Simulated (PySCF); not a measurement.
B(Cl)(Br)(OH) (BBrClHO), SMILES OB(Cl)Br. Heavy atoms are numbered as in [B:1]([Cl:2])([Br:3])[OH:4]. Hydrogens are named by the atom that carries them.

Geometry: B3LYP-D3(BJ)/def2-SVP. Other conformers were not sampled.

Level of theory: PBE0/pcSseg-1 run with PySCF.

GIAO shieldings, no solvent; atoms alike by connectivity are averaged. δ = σ(ref) − σ: ¹¹B against BF3 (σ = 88.8 ppm); ³⁵Cl against HCl (σ = 945.9 ppm); ¹⁷O against H2O (σ = 334.2 ppm); ¹H against TMS (σ = 31.56 ppm), references at their B3LYP-D3(BJ)/def2-TZVP geometries, non-relativistic (without spin–orbit terms, shifts of atoms bonded to Cl or Br come out too high).

```
nucleus    atoms  count  δ (ppm)
-------  -------  -----  -------
¹¹B           B1      1     27.5
³⁵Cl         Cl2      1    197.2
¹⁷O      O4 (OH)      1    191.8
¹H       H on O4      1     5.95
```
